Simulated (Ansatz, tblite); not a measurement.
Forces on Li₆H₆⁻ at its r2SCAN-D4/def2-TZVPD geometry. Charge -1, multiplicity 2.

The xTB rows come from tblite. At PBE-D4/def2-TZVPD the highest occupied level of the charge -1 doublet lies above zero (up to 0.65 eV). The electron is either unbound and held by the finite basis, or the level is raised by self-interaction error. Another isomer (doublet) lies 0.49 eV lower at PBE0-D4/def2-TZVPD; other spin states weren't run for this one.

GFN1-xTB (tblite), largest force 0.86 eV/Å:

```xyz
12
positions Å, forces eV/Å
Li    1.514    0.568   -0.184    0.068   -0.248   -0.145
Li    1.139   -1.393   -1.810   -0.378    0.370   -0.395
Li   -1.343    0.918    0.050   -0.147   -0.222   -0.125
Li    0.290    1.025    2.006   -0.026   -0.119   -0.144
Li   -0.053   -1.197    1.113    0.040    0.206    0.196
Li   -1.718   -1.044   -1.573    0.387    0.277   -0.461
H     2.349   -0.167   -1.603    0.154    0.042    0.170
H     1.464   -0.284    1.586    0.071    0.220    0.275
H    -2.549    0.433   -1.199   -0.110    0.073    0.191
H     0.269    1.899    0.443   -0.010   -0.009   -0.103
H    -0.150   -0.799   -0.634   -0.079   -0.816    0.262
H    -1.213    0.042    1.806    0.029    0.226    0.279
```

GFN2-xTB (tblite), largest force 0.91 eV/Å:

```
Li 0.060 -0.388 -0.820
Li -0.441 -0.071 -0.153
Li -0.284 -0.347 -0.791
Li 0.021 0.287 -0.165
Li -0.039 0.088 -0.588
Li 0.381 -0.173 -0.222
H -0.257 0.459 0.667
H 0.463 -0.344 0.370
H 0.465 0.372 0.608
H 0.025 0.276 -0.103
H 0.071 0.072 0.749
H -0.465 -0.231 0.448
```

PBE-D4/def2-TZVPD (Ansatz), largest force 0.04 eV/Å:

```
Li 0.017 -0.009 -0.010
Li 0.015 0.030 0.010
Li -0.017 -0.005 -0.003
Li -0.005 -0.026 -0.035
Li 0.004 0.041 0.012
Li -0.006 0.033 0.011
H -0.027 -0.002 0.024
H -0.011 0.002 -0.014
H 0.030 -0.011 0.017
H -0.005 -0.033 -0.004
H -0.003 -0.021 0.008
H 0.009 0.000 -0.016
```
